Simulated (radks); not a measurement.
All-electron atom: Pm2+ in [Kr] 4d10 4f5 5s2 5p5.75 5f0.25 (fractional occupations, a model configuration). Calculated with a radial shooting solver on a logarithmic mesh with Libxc functionals: scalar-relativistic Kohn-Sham, PBE, spin-polarised, spherical densities, point nucleus; open shells are filled with parallel spins first (spin-orbit coupling, left out, can overturn this in heavy ions).

Normalised radial functions P(r) = r R(r), r in bohr:

```
   r/bohr * 5p down, o 5f up (the largest magnitude, 0.883, reaches the edge; | marks zero, & curves that meet)
 0.004128                             &
  0.00667                             o*
  0.01087                             o*
   0.0177                             o  *
  0.02861                             o    *
   0.0466                             o     *
  0.07531                             o   *
   0.1227                         *   o
   0.1983                    *        |o
    0.323                             | o*
   0.5262                             |  o         *
   0.8504                      *      |  o
    1.385  *                          |o
    2.239           *              o  |
    3.647                    o    *   |
    5.894                o            *
    9.601                     o       *
    15.64                            o*
```

5p down: eigenvalue -36.364 eV, 3 radial nodes at r = 0.100, 0.297, 0.753 bohr, <r> = 1.69 bohr, 90 % of the charge inside 2.47 bohr. 5f up: eigenvalue -5.148 eV, 1 radial node at r = 1.53 bohr, <r> = 6.70 bohr, 90 % of the charge inside 9.79 bohr.
